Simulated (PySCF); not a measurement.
## Stretching MoBr

Set-up: basis Mo def2-TZVPPD with ECP28, Br def2-TZVPPD; scalar-relativistic core potentials; PySCF 2.14. Energies in eV from Mo (4d5 5s1) + Br in their ground configurations at the same level. State: ⁶Σ⁺ (sextet), unpaired electrons σ ↑, π ↑↑, δ ↑↑.

All columns are PBE0. A positive dipole means Mo(−)Br(+).

| R (Å) | E (eV) | μ (D) | Mulliken charge on Mo (basis-dependent) | HOMO (eV) | LUMO (eV) | Mayer bond order | ⟨S²⟩ |
| --- | --- | --- | --- | --- | --- | --- | --- |
| 2.101 | -2.301 | -3.02 | 0.21 | -5.57 | -2.02 | 1.35 | 8.76 |
| 2.199 | -2.904 | -3.49 | 0.20 | -5.76 | -2.23 | 1.28 | 8.76 |
| 2.296 | -3.223 | -3.98 | 0.21 | -5.94 | -2.44 | 1.22 | 8.77 |
| 2.370 | -3.330 | -4.36 | 0.23 | -6.07 | -2.60 | 1.17 | 8.77 |
| 2.443 | -3.355 | -4.74 | 0.25 | -6.18 | -2.75 | 1.12 | 8.77 |
| 2.516 | -3.320 | -5.12 | 0.28 | -6.27 | -2.90 | 1.07 | 8.77 |
| 2.614 | -3.210 | -5.62 | 0.33 | -6.36 | -3.09 | 1.01 | 8.78 |
| 2.736 | -3.006 | -6.23 | 0.38 | -6.47 | -3.31 | 0.93 | 8.78 |
| 2.883 | -2.714 | -6.92 | 0.43 | -6.57 | -3.55 | 0.85 | 8.80 |
| 3.078 | -2.307 | -7.72 | 0.49 | -6.58 | -3.83 | 0.76 | 8.82 |

A fit through these points gives, at Re = 2.434 Å, μ = -4.69 D and dμ/dR = -5.19 D/Å; the reduced mass is 43.7 u.

**Question.** How strong is the fundamental in the double-harmonic approximation, I = 42.26·(dμ/dR)²/μred km/mol?

**Answer.** I = 42.26·(-5.19)²/43.7 = 26.0 km/mol at PBE0.

The metal atom is held in its measured ground configuration; semilocal functionals can put another filling of s and d lower by some tenths of an eV, and De to that atom would be smaller. These are scalar-relativistic numbers at best; spin–orbit coupling would shift them, the dissociation energy most. With d or f electrons several states lie close, and the lowest PBE0 determinant need not be the measured ground state.
